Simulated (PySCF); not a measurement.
FH₇OSi₃, SMILES O[SiH2][Si@H](F)[SiH3].

Geometry optimised at PBE0-D3(BJ)/def2-SVP. The structure was generated by enumeration; whether it is a known compound was not checked. Other conformers were not sampled.

Computed with TDA-CAM-B3LYP/def2-SVPD in PySCF.

Vertical excitations. The molecule is in vacuum.

```json
[
 {"state": "S1", "energy (eV)": "5.56", "λ (nm)": "223", "f": "0.041", "main pairs": "HOMO→LUMO 88 %"},
 {"state": "S2", "energy (eV)": "6.47", "λ (nm)": "192", "f": "0.071", "main pairs": "HOMO→LUMO+1 53 %, HOMO−1→LUMO 32 %"},
 {"state": "S3", "energy (eV)": "6.64", "λ (nm)": "187", "f": "0.044", "main pairs": "HOMO−1→LUMO 54 %, HOMO→LUMO+1 21 %"},
 {"state": "S4", "energy (eV)": "6.83", "λ (nm)": "181", "f": "0.023", "main pairs": "HOMO−2→LUMO 79 %"},
 {"state": "S5", "energy (eV)": "7.38", "λ (nm)": "168", "f": "0.052", "main pairs": "HOMO→LUMO+2 75 %"},
 {"state": "S6", "energy (eV)": "7.53", "λ (nm)": "165", "f": "0.113", "main pairs": "HOMO→LUMO+3 74 %"},
 {"state": "S7", "energy (eV)": "7.73", "λ (nm)": "160", "f": "0.120", "main pairs": "HOMO→LUMO+4 58 %, HOMO→LUMO+5 10 %"},
 {"state": "S8", "energy (eV)": "7.84", "λ (nm)": "158", "f": "0.117", "main pairs": "HOMO−1→LUMO+1 62 %"},
 {"state": "S9", "energy (eV)": "7.99", "λ (nm)": "155", "f": "0.212", "main pairs": "HOMO→LUMO+5 41 %, HOMO→LUMO+6 28 %, HOMO→LUMO+4 14 %"},
 {"state": "S10", "energy (eV)": "8.04", "λ (nm)": "154", "f": "0.014", "main pairs": "HOMO→LUMO+6 29 %, HOMO−2→LUMO+1 23 %, HOMO→LUMO+5 11 %, HOMO→LUMO+2 6 %"},
 {"state": "T1", "energy (eV)": "4.88", "λ (nm)": "254", "f": "0", "main pairs": "HOMO→LUMO 87 %"},
 {"state": "T2", "energy (eV)": "5.75", "λ (nm)": "216", "f": "0", "main pairs": "HOMO→LUMO+1 68 %"},
 {"state": "T3", "energy (eV)": "6.00", "λ (nm)": "207", "f": "0", "main pairs": "HOMO−1→LUMO 64 %, HOMO−1→LUMO+1 11 %"},
 {"state": "T4", "energy (eV)": "6.44", "λ (nm)": "193", "f": "0", "main pairs": "HOMO−2→LUMO 78 %"}
]
```
Triplets are in the Tamm–Dancoff approximation.
